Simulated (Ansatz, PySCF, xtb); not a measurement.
Reaction R1 + R2 → P1 + P2, each structure at its B3LYP-D3(BJ)/def2-TZVP stationary point, reached from a drawn start (curvature not checked).
P1: CH4 (SMILES C), charge 0, multiplicity 1.
R1: H2 (SMILES [H][H]), charge 0, multiplicity 1.
P2: SiH4 (SMILES [SiH4]), charge 0, multiplicity 1.
R2, CH6Si (SMILES C[SiH3]) (charge 0, multiplicity 1):
```xyz
8

Si    -0.88211     0.10078    -0.01979
C      0.98141    -0.11213     0.02204
H     -1.48865    -0.80321    -1.02753
H     -1.24059     1.49686    -0.37062
H     -1.47358    -0.21347     1.30386
H      1.25004    -1.13817     0.27984
H      1.43221     0.55125     0.76236
H      1.42117     0.11810    -0.95006
```

P less R. No zero-point or thermal terms.

Run with Ansatz (Gaussian orbitals); PySCF for the D3/D4 terms; xtb for the GFN methods. Each number belongs to the level named beside it.

Q: One of these levels gives -6.94 kcal/mol for the reaction energy. Which one is it?
(A) PBE-D4/def2-TZVPP
(B) GFN1-xTB
(C) BLYP-D4/def2-TZVPP
(D) HF/cc-pV(Q+d)Z

A: C, BLYP-D4/def2-TZVPP. The others give -26.89 (GFN1-xTB), -11.41 (HF/cc-pV(Q+d)Z), -6.19 (PBE-D4/def2-TZVPP)

Ansatz is a first-principles code.
